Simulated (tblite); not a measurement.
Species: C₄H₉BO.
Numbering: `[BH2:1][O:2][CH:3]1[CH2:4][CH2:5][CH2:6]1` (hydrogens: H7, H8 on B1; H9 on C3; H10, H11 on C4; H12, H13 on C5; H14, H15 on C6)

Computed with GFN2-xTB (tblite), gas phase: L-BFGS steps from a force-field or distance-geometry start until the largest atomic force falls under 0.01 eV/Å.

Step 15: E = -502.4923 eV
```
atom  x, y, z in Å  |  force x, y, z in eV/Å
B1      2.5701   -0.3039    0.1220    0.028   0.296  -0.258
O2      1.2832   -0.6317    0.0463    0.471   0.174   0.190
C3      0.2968    0.1071   -0.6328   -0.244   0.246  -0.117
C4     -0.8833   -0.8433   -0.8315   -0.435  -0.304  -0.098
C5     -1.7222   -0.0498    0.1705    0.049   0.001   0.301
C6     -0.7111    1.1003    0.0336   -0.083   0.002   0.045
H7      3.3943   -1.1396    0.2494   -0.382   0.001   0.377
H8      2.9103    0.8113   -0.0727    0.090   0.062  -0.076
H9      0.7461    0.5492   -1.5345   -0.042  -0.164   0.073
H10    -1.2729   -0.8158   -1.8304   -0.254  -0.037  -0.499
H11    -0.6705   -1.8699   -0.5479    0.047  -0.057  -0.044
H12    -1.6377   -0.4850    1.1578   -0.100  -0.169   0.234
H13    -2.7894    0.1076   -0.0431    0.482   0.181  -0.107
H14    -1.0657    1.7889   -0.7345    0.231   0.078   0.012
H15    -0.4525    1.6824    0.9200    0.143  -0.312  -0.033
```

Step 16: E = -502.5441 eV
```
atom  x, y, z in Å  |  force x, y, z in eV/Å
B1      2.5620   -0.2913    0.1115    0.273   0.553  -0.129
O2      1.2795   -0.6146    0.0494    0.350   0.026  -0.019
C3      0.2944    0.0947   -0.6534   -0.258   0.441   0.210
C4     -0.8935   -0.8549   -0.8362   -0.260  -0.054  -0.068
C5     -1.7133   -0.0501    0.1771    0.040  -0.077   0.206
C6     -0.6905    1.0915    0.0331   -0.408  -0.093   0.133
H7      3.3675   -1.1295    0.2936   -0.283  -0.032   0.344
H8      2.9326    0.8271   -0.0921   -0.059  -0.202  -0.101
H9      0.7327    0.5609   -1.5452    0.046  -0.284  -0.028
H10    -1.2999   -0.8035   -1.8289   -0.210  -0.170  -0.442
H11    -0.6660   -1.8763   -0.5478   -0.041  -0.072  -0.126
H12    -1.6351   -0.4968    1.1634   -0.155  -0.065   0.116
H13    -2.7724    0.1386   -0.0540    0.468   0.074   0.015
H14    -1.0543    1.7668   -0.7456    0.267   0.189   0.234
H15    -0.4481    1.6453    0.9475    0.231  -0.234  -0.344
```

**Question.** Estimate the geometry and energy of step 17. (The exact step hangs on the optimiser's Hessian estimate; all steps are aligned on step 16, rigid shifts and turns removed.)

**Answer.** E = -502.5852 eV, largest force 0.579 eV/Å
```
atom  x, y, z in Å  |  force x, y, z in eV/Å
B1      2.5760   -0.2812    0.1022    0.220   0.226  -0.001
O2      1.2949   -0.6178    0.0157    0.209   0.258  -0.134
C3      0.2825    0.0964   -0.6711    0.062   0.192   0.301
C4     -0.9109   -0.8612   -0.8420   -0.001   0.121  -0.068
C5     -1.7124   -0.0494    0.1855    0.021  -0.170   0.041
C6     -0.6870    1.0868    0.0396   -0.406  -0.173   0.117
H7      3.3753   -1.1281    0.3607   -0.500   0.242   0.163
H8      2.9542    0.8312   -0.1094   -0.065  -0.209  -0.101
H9      0.7084    0.5778   -1.5618    0.044  -0.351  -0.020
H10    -1.3253   -0.8110   -1.8405   -0.116  -0.232  -0.127
H11    -0.6616   -1.8758   -0.5379   -0.128  -0.003  -0.228
H12    -1.6479   -0.5058    1.1716   -0.155   0.005  -0.004
H13    -2.7585    0.1592   -0.0651    0.293   0.048   0.097
H14    -1.0472    1.7662   -0.7397    0.233   0.199   0.351
H15    -0.4448    1.6205    0.9647    0.290  -0.153  -0.390
```

The energy changes by -0.0411 eV. The first-order estimate −F·Δx gives -0.0639 eV and the mean of the old and new forces, exact on a quadratic surface, -0.0407 eV. The step makes an angle of 68° with the force vector and moves no atom by more than 0.068 Å.

The cost below is that of the whole relaxation. On one thread, Arm Neoverse N1 (aarch64), no GPU, shared host with 64 logical CPUs at a one-minute load of 57, this took 0.7 s of wall time.
